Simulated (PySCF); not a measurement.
**Dipole moment and polarisability of `CC[C@@H]1OBO[C@H]1F`**

Species: C4H8BFO2.
Atom-mapped SMILES: `[CH3:1][CH2:2][C@@H:3]1[O:4][BH:5][O:6][C@H:7]1[F:8]` (hydrogens: H9, H10, H11 on C1; H12, H13 on C2; H14 on C3; H15 on B5; H16 on C7)

Geometry (PBE0-D3(BJ)/def2-SVP, Å), atoms numbered from 1 in this order:
```xyz
16
C4H8BFO2 angstrom
C      2.0501    0.4945   -0.6289
C      1.0661   -0.2508    0.2556
C     -0.3215   -0.3424   -0.3488
O     -0.8453    0.9604   -0.5994
B     -1.8875    1.1575    0.2465
O     -2.1620    0.0571    1.0207
C     -1.3606   -0.9894    0.5819
F     -2.1296   -1.8805   -0.1051
H      2.1986   -0.0287   -1.5862
H      1.6797    1.5047   -0.8540
H      3.0314    0.5892   -0.1421
H      1.4205   -1.2777    0.4496
H      0.9858    0.2426    1.2405
H     -0.2982   -0.9010   -1.2985
H     -2.5000    2.1838    0.3300
H     -0.9279   -1.5226    1.4444
```

Level: PBE0/def2-SVPD (PySCF), static field, nuclei fixed, core orbitals frozen in the response. The polarisability tensor in these axes (au):

```
x   72.81 -1.74 -4.08
y   -1.74 67.28 -1.01
z   -4.08 -1.01 59.15
```

Question: Give the principal values, the mean and the anisotropy Δα = √{½[(α1 − α2)² + (α2 − α3)² + (α1 − α3)²]}.

Answer: Principal values 57.81, 67.21 and 74.23 au; mean 66.41 au = 9.84 Å³ = 10.95 × 10⁻⁴⁰ C²·m²/J; Δα = 14.27 au (21 % of the mean).

Question: What is the dipole moment, and where does it point?

Answer: (2.47, -0.32, 0.45) D, 2.54 D in size, pointing from the negative to the positive side. Measured along this direction, the outermost atoms are H15 at the negative end and H11 at the positive end.

Question: Find the Langevin capture rate constant for H3+ (3.023 u) meeting this molecule (118.060 u), k = 2.342 × 10⁻⁹ cm³/s × √(α in Å³ / reduced mass in u).

Answer: The reduced mass is 2.95 u, so k = 4.28 × 10⁻⁹ cm³/s. The formula leaves out the permanent dipole, which adds to the capture rate.

Question: Directions of the eigenvectors, and the extent of the frame along each?

Answer: Largest value along (0.95, -0.20, -0.24), where the nuclei span 5.68 Å; middle along (0.15, 0.97, -0.20), 4.01 Å; least along (0.28, 0.15, 0.95), 2.94 Å. The response follows the extents in order.

Question: Rayleigh depolarisation ratio (linearly polarised light, static tensor)?

Answer: ρ = 3Δα²/(45ᾱ² + 4Δα²) = 611.2/(198493 + 814.9) = 0.00307.

Question: Refractivity n − 1 of an ideal gas of it at 298.15 K and 1 atm, from the electronic α?

Answer: N = p/kT = 2.4615 × 10¹⁹ cm⁻³, so n − 1 = 2π × N × 9.84 × 10⁻²⁴ cm³ = 1522 × 10⁻⁶ at long wavelengths.

The structure is a single PBE0-D3(BJ)/def2-SVP conformer in the gas phase; no vibrational or solvent corrections.

The run behind these numbers computed excited states and ΔSCF ions as well. On one thread, Arm Neoverse V1 (aarch64), shared host with 32 logical CPUs at a one-minute load of 34, this took 4.6 min of wall time and 1.1 GiB of memory at its peak.
